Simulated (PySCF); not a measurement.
C₄H₂F₃O₂, doublet, at a GFN2-xTB geometry; CAMB3LYP/STO-3G run with PySCF.

The PySCF input:
```python
from pyscf import gto, scf, dft

mol = gto.Mole()
mol.atom = '''
    O     0.82789346    1.23179624    0.36035721
    C     0.28479060    0.17548767    0.04107469
    C     0.94444449   -1.00447552   -0.38586818
    C     2.30150257   -0.89639379   -0.42666776
    O     3.00283525    0.10472525   -0.13516509
    C    -1.25906103    0.06198459    0.09139805
    F    -1.63968948   -0.90302803    0.93919210
    F    -1.75514222   -0.25781263   -1.11120989
    F    -1.83737272    1.19220159    0.47950405
    H     0.40015599   -1.89020288   -0.64832010
    H     2.41379458    0.89616470    0.15978629
'''
mol.basis = 'sto-3g'
mol.spin = 1
mol.verbose = 4
mol.build()

mf = dft.UKS(mol)
mf.xc = 'camb3lyp'
mf.DIIS = scf.EDIIS
mf.kernel()
```

What the program printed (banner, timings and long lists left out):

```
PySCF version 2.14.0

[INPUT] verbose = 4
[INPUT] num. atoms = 11
[INPUT] num. electrons = 69
[INPUT] charge = 0
[INPUT] spin (= nelec alpha-beta = 2S) = 1
[INPUT] symmetry False subgroup None
[INPUT] Mole.unit = angstrom
[INPUT] Symbol           X                Y                Z      unit          X                Y                Z       unit  Magmom
[...]
nuclear repulsion = 469.069513216678
number of shells = 29
number of NR pGTOs = 141
number of NR cGTOs = 47
basis = sto-3g
ecp = {}

******** <class 'pyscf.dft.uks.UKS'> ********
method = UKS
initial guess = minao
damping factor = 0
level_shift factor = 0
DIIS = <class 'pyscf.scf.diis.EDIIS'>
diis_start_cycle = 1
diis_space = 8
diis_damp = 0
SCF conv_tol = 1e-09
SCF conv_tol_grad = None
SCF max_cycles = 50
direct_scf = True
direct_scf_tol = 1e-13
number electrons alpha = 35  beta = 34
XC library pyscf.dft.libxc version 7.1.2
    S. Lehtola, C. Steigemann, M. J. T. Oliveira, and M. A. L. Marques,  SoftwareX 7, 1–5 (2018)
XC functionals = camb3lyp
    T. Yanai, D. P. Tew, and N. C. Handy,  Chem. Phys. Lett. 393, 51 (2004)
radial grids:
    Treutler-Ahlrichs [JCP 102, 346 (1995); DOI:10.1063/1.469408] (M4) radial grids

becke partition: Becke, JCP 88, 2547 (1988); DOI:10.1063/1.454033
pruning grids: <function nwchem_prune>
grids dens level: 3
symmetrized grids: False
atomic radii adjust function: <function treutler_atomic_radii_adjust>
small_rho_cutoff = 0
Set gradient conv threshold to 3.16228e-05
tot grids = 147040
init E= -596.822772950445

cycle= 1 E= -594.494428957044  delta_E= 2.33  |g|= 0.749  |ddm|= 3.44
cycle= 2 E= -594.130745701805  delta_E= 0.364  |g|=  1.2  |ddm|= 2.14
cycle= 3 E= -594.801245266906  delta_E= -0.67  |g|= 0.321  |ddm|= 1.61
cycle= 4 E= -594.80124526649  delta_E= 4.17e-10  |g|= 0.321  |ddm|= 1.54e-09
cycle= 5 E= -594.801245289705  delta_E= -2.32e-08  |g|= 0.321  |ddm|= 8.58e-08
cycle= 6 E= -594.80124527868  delta_E= 1.1e-08  |g|= 0.321  |ddm|= 4.08e-08
cycle= 7 E= -594.801245279885  delta_E= -1.2e-09  |g|= 0.321  |ddm|= 4.44e-09
cycle= 8 E= -594.801245267454  delta_E= 1.24e-08  |g|= 0.321  |ddm|= 4.59e-08
cycle= 9 E= -594.80124526599  delta_E= 1.46e-09  |g|= 0.321  |ddm|= 5.42e-09
cycle= 10 E= -594.797926510362  delta_E= 0.00332  |g|= 0.355  |ddm|= 0.325
cycle= 11 E= -594.661997986048  delta_E= 0.136  |g|= 0.621  |ddm|= 1.04
cycle= 12 E= -594.85959798871  delta_E= -0.198  |g|= 0.139  |ddm|= 0.849
cycle= 13 E= -594.859597987703  delta_E= 1.01e-09  |g|= 0.139  |ddm|= 1.19e-08
[...]
cycle= 21 E= -594.870491599792  delta_E= -0.0328  |g|= 0.0368  |ddm|= 0.321
cycle= 22 E= -594.870491606396  delta_E= -6.6e-09  |g|= 0.0368  |ddm|= 3.43e-07
cycle= 23 E= -594.870491606502  delta_E= -1.06e-10  |g|= 0.0368  |ddm|= 5.56e-09
cycle= 24 E= -594.870491606442  delta_E= 6e-11  |g|= 0.0368  |ddm|= 3.09e-09
cycle= 25 E= -594.870491606492  delta_E= -4.93e-11  |g|= 0.0368  |ddm|= 2.56e-09
cycle= 26 E= -594.870491606403  delta_E= 8.89e-11  |g|= 0.0368  |ddm|= 4.67e-09
cycle= 27 E= -594.870491603833  delta_E= 2.57e-09  |g|= 0.0368  |ddm|= 1.33e-07
cycle= 28 E= -594.865183791195  delta_E= 0.00531  |g|= 0.105  |ddm|= 0.111
cycle= 29 E= -594.868316933568  delta_E= -0.00313  |g|= 0.0726  |ddm|= 0.204
cycle= 30 E= -594.871083182992  delta_E= -0.00277  |g|= 0.0274  |ddm|= 0.0952
cycle= 31 E= -594.871083183007  delta_E= -1.5e-11  |g|= 0.0274  |ddm|= 1.33e-09
cycle= 32 E= -594.871083182664  delta_E= 3.43e-10  |g|= 0.0274  |ddm|= 2.61e-08
cycle= 33 E= -594.871083182874  delta_E= -2.1e-10  |g|= 0.0274  |ddm|= 1.57e-08
cycle= 34 E= -594.871083182658  delta_E= 2.16e-10  |g|= 0.0274  |ddm|= 1.61e-08
cycle= 35 E= -594.871083182804  delta_E= -1.46e-10  |g|= 0.0274  |ddm|= 1.12e-08
cycle= 36 E= -594.871083182878  delta_E= -7.41e-11  |g|= 0.0274  |ddm|= 5.29e-09
cycle= 37 E= -594.870125514863  delta_E= 0.000958  |g|= 0.0499  |ddm|= 0.0814
cycle= 38 E= -594.871250849793  delta_E= -0.00113  |g|= 0.0214  |ddm|= 0.0794
cycle= 39 E= -594.871441902248  delta_E= -0.000191  |g|= 0.0129  |ddm|= 0.0164
cycle= 40 E= -594.871441902235  delta_E= 1.23e-11  |g|= 0.0129  |ddm|= 2.69e-09
cycle= 41 E= -594.871441902069  delta_E= 1.67e-10  |g|= 0.0129  |ddm|= 1.28e-08
cycle= 42 E= -594.871441902226  delta_E= -1.57e-10  |g|= 0.0129  |ddm|= 1.56e-08
cycle= 43 E= -594.871441902206  delta_E= 2e-11  |g|= 0.0129  |ddm|= 5.1e-09
cycle= 44 E= -594.871441902284  delta_E= -7.87e-11  |g|= 0.0129  |ddm|= 1.7e-08
cycle= 45 E= -594.871355794827  delta_E= 8.61e-05  |g|= 0.0181  |ddm|= 0.0161
cycle= 46 E= -594.87120232505  delta_E= 0.000153  |g|= 0.0244  |ddm|= 0.0458
cycle= 47 E= -594.871515676924  delta_E= -0.000313  |g|= 0.00666  |ddm|= 0.0349
cycle= 48 E= -594.871515675672  delta_E= 1.25e-09  |g|= 0.00666  |ddm|= 2.11e-07
cycle= 49 E= -594.871515676117  delta_E= -4.45e-10  |g|= 0.00666  |ddm|= 1.02e-07
cycle= 50 E= -594.871515676406  delta_E= -2.89e-10  |g|= 0.00666  |ddm|= 4.62e-08
SCF not converged.
SCF energy = -594.871515676406 after 50 cycles  <S^2> = 0.75605814  2S+1 = 2.006049
```

Convergence was not reached.
